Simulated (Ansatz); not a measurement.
Gas-phase electronic energies from Ansatz, PBE0-D4/def2-TZVP geometries. CCSD(T)/CBS is the MP2 limit (def2-TZVPP, def2-QZVPP) plus CCSD(T) − MP2 in def2-TZVPP, frozen cores. This one scheme is used for every species. DFT in def2-TZVPP. B3LYP here is the variant with VWN-RPA as its local correlation; programs differ in this. Each species was taken in one conformer, which may not be the lowest.

`CC(S)N[SiH3]` → `CC(N)S` + `[SiH2]`  (silylene loss)

```tsv
level	ΔE (kcal/mol)	difference from CCSD(T)/CBS
PBE0-D4	71.4	2.0
B3LYP-D4	69.1	-0.3
ωB97X-V	71.6	2.2
B2PLYP	68.4	-1.0
PBE	66.8	-2.6
r2SCAN	73.5	4.1
PBE0	69.2	-0.2
HF/def2-TZVPP	65.3	-4.1
CCSD(T)/def2-TZVPP	67.8	-1.6
HF/def2-QZVPP	65.7	-3.7
CCSD(T)/CBS	69.4	0
```

Largest T1 diagnostic among the species: 0.014.

In def2-TZVPP, CCSD(T) changes the Hartree–Fock value by +2.5 kcal/mol (the triples alone add +1.1 kcal/mol) and MP2 by +8.0 kcal/mol. The D4 term adds +3.9 kcal/mol with B3LYP and +2.2 kcal/mol with PBE0; it sums over pairs of atoms, weighted by their polarisabilities, and B3LYP, whose exchange is more repulsive, gets the larger term. From PBE to PBE0 (25 % exact exchange), in def2-TZVPP and without D4, ΔE moves by +2.4 kcal/mol.
